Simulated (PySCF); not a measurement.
All numbers come from PySCF, PBE0, basis Sn def2-TZVP with ECP28, Br def2-TZVP (scalar-relativistic core potentials, no spin–orbit coupling, density fitting).

Each entry is the lowest minimum that a search over a few typed start shapes (and spin states, where more than one is plausible) found, or that minimum re-optimised at the stated level; isomers with ligand–ligand bonds, or fragments after loss of a ligand pair, can lie lower. Open shells are unrestricted.

SnBr2 is a singlet of C2v symmetry with Sn–Br 2.519 Å (×2); Br–Sn–Br 99.5°. Its wavenumbers are 80, 238, 247 cm⁻¹.

(1) What changes when one electron is removed, giving SnBr₂⁺?

Results:

(1) It costs 9.42 eV between the minima (9.42 eV with zero-point energy). SnBr₂⁺ is a doublet of C2v symmetry with Sn–Br 2.428 Å (×2); Br–Sn–Br 121.0°; wavenumbers 65, 237, 282 cm⁻¹.

No spin–orbit coupling is included, which matters more the heavier the element.
